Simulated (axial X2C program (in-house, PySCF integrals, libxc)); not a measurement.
**Worked dissociation energy of YN: PBE0, without spin–orbit coupling**

Computed with an axial X2C code built on PySCF integrals. Spin-free means the one-electron spin-free X2C Hamiltonian. Basis: Y dyall-cv3z [11s12p9d6f3g], N dyall-av3z [7s7p3d2f] (cores contracted in-house); Gaussian nuclei, density fitting, unrestricted open shells. Masses: Y 88.906 u, N 14.003 u.

Molecular state: M_S = 0, Λ = 0 (closed shell).

```
E(Y) (2M_S = 1, M_L = 0) : -3384.641395 hartree
E(N) (2M_S = 3, M_L = 0) : -54.576345 hartree
E(YN) at Re              : -3439.371519 hartree
ωe                       : 867.9 cm⁻¹
ωexe                     : 2.6 cm⁻¹
```

Problem. Work out De and D0.

Solution. De = -3384.641395 + (-54.576345) − (-3439.371519) = 0.15378 hartree = 4.185 eV. The zero-point energy is ωe/2 − ωexe/4 = 433 cm⁻¹ = 0.054 eV, so D0 = 4.131 eV.

The state is one determinant whose occupation by symmetry is held fixed; it was picked as the lowest of a PBE0 search that is not exhaustive. The closed shell is kept restricted, so the energy runs too high when the bond is stretched far. De is counted from the lowest determinant-based energies of the atoms at the same level, without counterpoise correction. PBE0 can misorder states that lie within some tenths of an eV, so this need not be the ground state of the molecule. The nearest other spin-free determinant of the search, M_S = 1, Λ = 0, lies 0.20 eV up at the distance of the search.

Each atomic determinant is the lowest at this level and need not be a pure term. Totals compare only within one Hamiltonian and basis.
